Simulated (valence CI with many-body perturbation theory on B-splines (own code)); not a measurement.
**E1 transitions of Sm⁵⁷⁺**

Level of theory: relativistic CI+MBPT: three valence electrons over a frozen Dirac-Fock core [He], a basis of 11 s, 11 p, 10 d, 8 f, 5 g, 2 h functions for each j, with the one-electron correlation potential Σ1 (screened to all orders), the two-electron term Σ2, the three-electron term Σ3, Breit, model QED; selected single and double excitations, second order for the rest, scaled by the run's own slope (own B-spline code, finite nucleus).

The last digits are not significant, and no measured levels were compared; by estimate large intervals hold to a few tenths of a per cent, small ones and those within an open d or f shell to about a per cent.

Lines 101 to 150 of 575 in falling wavelength, among levels below 752.90 Ry, chosen from the strongest by gf and those to the six lowest levels. Wavelengths and rates use the calculated energies. Electric multipoles are in the length gauge with retardation, E1 and E2 with the static RPA response of the core. Weak lines are less certain than strong ones. Lines between different terms over intervals too small for the method are left out, as are lines whose strength nearly cancels.

Levels are named by their leading jj configuration (3d3/2^4 stands for four electrons in 3d with j = 3/2), which in mixed levels can hold well under half, so a name can repeat and another be missing. Letters in brackets count levels of one name in rising energy.

```
λ vac (Å)                          Upper                       Lower   A (s⁻¹)  log gf  Branch %
    50.35     (2s 2p3/2 3p3/2) J=3/2 [a]     (2s 2p3/2 3s) J=3/2 [a]  1.77e+11   -0.57       0.1
    50.14     (2s 2p3/2 3d3/2) J=1/2 [a]  (2s 2p3/2 3p1/2) J=3/2 [a]  1.75e+11   -0.88       0.0
    50.12  (2p1/2 2p3/2 3d3/2) J=3/2 [a]   (2p1/2 2p3/2 3p1/2) J=1/2  7.58e+10   -0.94       0.0
    49.98          (2p1/2^2 3d3/2) J=3/2       (2p1/2^2 3p1/2) J=1/2  1.12e+11   -0.77       0.1
    49.82  (2p1/2 2p3/2 3p3/2) J=1/2 [a]      (2p1/2 2p3/2 3s) J=1/2  1.11e+11   -1.08       0.0
    49.50     (2s 2p3/2 3p3/2) J=5/2 [b]     (2s 2p3/2 3s) J=3/2 [b]  2.35e+11   -0.29       0.2
    49.42  (2p1/2 2p3/2 3p3/2) J=5/2 [a]  (2p1/2 2p3/2 3s) J=3/2 [a]  2.04e+11   -0.35       0.1
    49.19  (2p1/2 2p3/2 3d3/2) J=1/2 [a]   (2p1/2 2p3/2 3p1/2) J=1/2  1.17e+11   -1.07       0.1
    49.07     (2s 2p3/2 3d3/2) J=3/2 [b]      (2s 2p3/2 3p1/2) J=1/2  5.84e+10   -1.07       0.0
    48.98      (2p3/2^2 3p3/2) J=3/2 [b]          (2p3/2^2 3s) J=1/2  2.29e+11   -0.48       0.1
    48.97         (2s 2p3/2 3p3/2) J=7/2         (2s 2p3/2 3s) J=5/2  2.44e+11   -0.15      18.2
    48.81      (2p1/2 2p3/2 3p3/2) J=7/2      (2p1/2 2p3/2 3s) J=5/2  1.71e+11   -0.31       0.1
    48.65  (2p1/2 2p3/2 3p3/2) J=3/2 [a]      (2p1/2 2p3/2 3s) J=1/2  5.55e+10   -1.10       0.0
    48.24         (2s 2p1/2 3p3/2) J=1/2     (2s 2p1/2 3s) J=1/2 [b]  2.22e+11   -0.81       0.1
    47.94  (2p1/2 2p3/2 3p3/2) J=3/2 [b]  (2p1/2 2p3/2 3s) J=3/2 [b]  1.24e+11   -0.77       0.1
    47.73  (2p1/2 2p3/2 3d3/2) J=5/2 [b]   (2p1/2 2p3/2 3p1/2) J=5/2  5.37e+10   -0.96       0.0
    47.65     (2s 2p3/2 3p3/2) J=5/2 [a]     (2s 2p3/2 3s) J=3/2 [a]  1.21e+11   -0.61       0.1
    47.52     (2s 2p1/2 3d3/2) J=3/2 [b]      (2s 2p1/2 3p1/2) J=3/2  7.86e+10   -0.97       0.0
    47.22     (2s 2p1/2 3p3/2) J=3/2 [a]     (2s 2p1/2 3s) J=1/2 [a]  2.54e+11   -0.47       0.3
    46.82             (2s^2 3p3/2) J=3/2             (2s^2 3s) J=1/2  2.82e+11   -0.43       2.9
    46.81     (2s 2p3/2 3p3/2) J=3/2 [b]     (2s 2p3/2 3s) J=3/2 [b]  1.22e+11   -0.79       0.1
    46.76     (2s 2p3/2 3p3/2) J=1/2 [a]     (2s 2p3/2 3s) J=3/2 [a]  2.62e+11   -0.76       0.1
    46.38         (2s 2p1/2 3p3/2) J=5/2         (2s 2p1/2 3s) J=3/2  2.53e+11   -0.31       1.3
    46.12  (2p1/2 2p3/2 3p3/2) J=5/2 [b]  (2p1/2 2p3/2 3s) J=3/2 [b]  9.07e+10   -0.76       0.0
    46.00     (2s 2p3/2 3p3/2) J=3/2 [b]         (2s 2p3/2 3s) J=1/2  1.77e+11   -0.65       0.1
    45.90     (2s 2p1/2 3p3/2) J=3/2 [b]         (2s 2p1/2 3s) J=3/2  1.42e+11   -0.75       0.1
    45.81          (2p1/2^2 3p3/2) J=3/2          (2p1/2^2 3s) J=1/2  1.77e+11   -0.65       0.1
    45.54          (2p1/2^2 2p3/2) J=3/2      (2s 2p1/2 2p3/2) J=5/2  5.54e+10   -1.16       3.2
    45.51     (2s 2p3/2 3p3/2) J=1/2 [b]         (2s 2p3/2 3s) J=1/2  2.44e+11   -0.82       3.3
    45.24  (2p1/2 2p3/2 3p3/2) J=3/2 [b]      (2p1/2 2p3/2 3s) J=1/2  7.80e+10   -1.02       0.0
    44.85  (2p1/2 2p3/2 3p3/2) J=5/2 [b]      (2p1/2 2p3/2 3s) J=5/2  1.14e+11   -0.69       0.0
    44.61      (2p3/2^2 3p3/2) J=3/2 [a]          (2p3/2^2 3s) J=3/2  2.58e+11   -0.51       0.1
    43.99     (2s 2p3/2 3p3/2) J=5/2 [a]         (2s 2p3/2 3s) J=5/2  1.92e+11   -0.48       0.1
    43.34  (2p1/2 2p3/2 3p3/2) J=1/2 [b]  (2p1/2 2p3/2 3s) J=3/2 [b]  2.51e+11   -0.85       0.1
    43.13      (2p3/2^2 3p3/2) J=3/2 [a]          (2p3/2^2 3s) J=5/2  7.21e+10   -1.09       0.0
    40.23          (2p1/2^2 2p3/2) J=3/2  (2s 2p1/2 2p3/2) J=3/2 [a]  1.67e+10   -1.79       1.0
    15.62          (2p3/2^2 3d5/2) J=7/2  (2s 2p3/2 3d5/2) J=5/2 [b]  5.45e+11   -0.80       8.2
    15.61          (2p3/2^2 3p3/2) J=5/2  (2s 2p3/2 3p3/2) J=3/2 [b]  7.80e+11   -0.77       0.3
    15.39          (2p3/2^2 3d3/2) J=5/2  (2s 2p3/2 3d3/2) J=3/2 [b]  4.81e+11   -0.99       0.1
    15.38          (2p3/2^2 3d5/2) J=1/2  (2s 2p3/2 3d5/2) J=3/2 [b]  1.11e+12   -1.10       0.2
    15.34          (2p3/2^2 3d5/2) J=7/2  (2s 2p3/2 3d5/2) J=7/2 [b]  4.08e+11   -0.94       6.2
    15.33          (2p3/2^2 3p3/2) J=7/2  (2s 2p3/2 3p3/2) J=5/2 [b]  1.32e+12   -0.43       0.6
    15.32          (2p3/2^2 3d5/2) J=9/2  (2s 2p3/2 3d5/2) J=7/2 [b]  1.18e+12   -0.38      20.1
    15.23             (2p3/2^2 3s) J=5/2     (2s 2p3/2 3s) J=3/2 [b]  1.26e+12   -0.58       2.7
    15.22          (2p3/2^2 3d3/2) J=5/2  (2s 2p3/2 3d3/2) J=5/2 [b]  4.54e+11   -1.02       0.1
    15.19          (2p3/2^2 3d3/2) J=7/2  (2s 2p3/2 3d3/2) J=5/2 [b]  1.15e+12   -0.50       0.2
    15.16          (2p3/2^2 3p1/2) J=3/2      (2s 2p3/2 3p1/2) J=1/2  1.16e+12   -0.79       0.4
    15.14             (2s 2p3/2^2) J=5/2          (2s^2 2p3/2) J=3/2  4.87e+11   -1.00      99.3
    15.14          (2p3/2^2 3p1/2) J=5/2  (2s 2p3/2 3p1/2) J=3/2 [b]  1.33e+12   -0.56       0.4
    14.99      (2p3/2^2 3d5/2) J=5/2 [a]  (2s 2p3/2 3d5/2) J=3/2 [b]  6.76e+11   -0.86       0.1
```
